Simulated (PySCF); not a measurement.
Harmonic spectrum computed at PBE0 in the def2-TZVP basis family (core potentials from Rb on, PySCF, no spin–orbit coupling):

```csv
symmetry,ω (cm⁻¹),IR (km/mol)
a',571,97.9
a',814,110
a',1795,151
```

Problem. Which molecule gave it? In each, all ligands are bound to the one heavy central atom.
A. SiHF (singlet)
B. SHF (singlet)
C. AsHF (doublet)
D. CuHF (doublet)
E. AlHF (doublet)

Solution. E. It has Cs symmetry with Al–F 1.656 Å, Al–H 1.607 Å.
